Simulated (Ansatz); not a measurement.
Species: 2H-oxasiline, C₄H₆OSi, net charge 0, singlet state. 
Structure (B3LYP-D3(BJ)/def2-TZVP (Ansatz, a program for electronic structure) minimum search):
SMILES: C1=CO[SiH2]C=C1
```xyz
12

C      1.6995     0.0783     0.0679
C      1.1130    -1.1283     0.0087
O     -0.2165    -1.3336    -0.0488
Si    -1.3795    -0.1179    -0.0567
C     -0.3846     1.4278     0.0284
C      0.9603     1.3256     0.0772
H      2.7789     0.1094     0.1104
H      1.6800    -2.0513     0.0026
H     -2.1915    -0.2664    -1.2883
H     -2.2834    -0.3387     1.0975
H     -0.8290     2.4166     0.0413
H      1.5606     2.2298     0.1277
```
Charge 0, spin multiplicity 1.

Basis-set convergence of Hartree-Fock and MP2 correlation energies (hartree) with Ansatz. Valence correlation only, unless marked. No spin-orbit coupling. No relativistic terms.

The Hartree-Fock reference is unstable (checked in the largest basis), which strains HF and MP2. 

```csv
basis,functions,E(HF),"E(corr, MP2)"
aug-cc-pV(D+d)Z,201,-518.80118,-0.83133
aug-cc-pV(T+d)Z,423,?,?
```

Q: Some entries are withheld; supply them.

A: 
- aug-cc-pV(T+d)Z, E(HF): -518.87315
- aug-cc-pV(T+d)Z, E(corr, MP2): -0.99715
